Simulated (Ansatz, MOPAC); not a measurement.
Molecule: GeHBr₂, charge 0, multiplicity 2. SMILES: [Br][GeH][Br]

Atoms: Br1, Ge2, Br3, H4. Bonds: Br1-Ge2, Ge2-Br3, Ge2-H4.

Bond lengths (Å) and angles (degrees) optimised at PM3 with MOPAC; HF/STO-3G with Ansatz (a program for electronic structure); HF/3-21G with Ansatz; PBE/6-31G* with LANL2DZ past Ar with Ansatz, each started from the B3LYP-D3(BJ)/def2-TZVP structure (Ansatz) of the last column. A row stands for all coordinates that are equal there. 6-31G* holds six Cartesian d functions. No wavenumbers were computed at HF/STO-3G, PBE/6-31G* with LANL2DZ past Ar, so these may be saddle points.

```
coordinate     PM3  HF/STO-3G  HF/3-21G  PBE/6-31G* with LANL2DZ past Ar  B3LYP-D3(BJ)/def2-TZVP
-----------  -----  ---------  --------  -------------------------------  ----------------------
Br1-Ge2      2.247      2.264     2.381                            2.448                   2.336
Ge2-H4       1.481      1.435     1.538                            1.590                   1.563
Br1-Ge2-Br3  114.5      109.9     111.7                            110.4                   109.4
Br1-Ge2-H4   117.0      107.9     108.2                            105.2                   106.6
```

Mean signed difference of all 3 bond lengths from B3LYP-D3(BJ)/def2-TZVP: PM3 -0.086 Å, HF/STO-3G -0.090 Å, HF/3-21G 0.022 Å, PBE/6-31G* with LANL2DZ past Ar 0.083 Å.
